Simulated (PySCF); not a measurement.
NICS in isomers of C6H10N2Si.

Definitions: NICS(0) = −σiso at the ring centroid; NICS(1) = −σiso and NICS(1)zz = −σzz at ±1 Å along the ring normal z. Level: GIAO PBE0/pcSseg-1 (PySCF, non-relativistic, gas phase) on the GFN2-xTB geometries, one conformer each. Atom numbers follow the mapped SMILES.

**Question.** Order these rings by mean NICS(1)zz, lowest (most negative) first (ppm).
A. ring C4–C5–C6–C7–C8–C9 in `[NH2:1][SiH2:2][NH:3][c:4]1[cH:5][cH:6][cH:7][cH:8][cH:9]1`
B. ring N5–C6–C7–C8–C9 in `[CH2:1]=[N:2][CH2:3][SiH2:4][n:5]1[cH:6][cH:7][cH:8][cH:9]1`
C. ring C4–C5–C6–C7–C8–N9 in `[CH3:1][NH:2][SiH2:3][c:4]1[cH:5][cH:6][cH:7][cH:8][n:9]1`

**Answer.** B (-29.6), C (-28.4), A (-25.6).

```csv
SMILES,ring,NICS(0),NICS(1),NICS(1)zz,HOMA,rms pucker (Å),ring atoms with four or more neighbours
C=NC[SiH2]n1cccc1,5-membered ring with N; formal bonds all aromatic,-12.9,-10.9,-29.6,0.82,0.00,0
CN[SiH2]c1ccccn1,6-membered ring with N; formal bonds all aromatic,-6.5,-11.2,-28.4,0.99,0.00,0
N[SiH2]Nc1ccccc1,6-membered carbocycle; formal bonds all aromatic,-8.5,-10.4,-25.6,0.99,0.00,0
```

NICS(0) gives another order. The isotropic NICS(1) gives another order. HOMA uses Krygowski's 1993 parameters. NICS(1) and NICS(1)zz are means over the two faces.
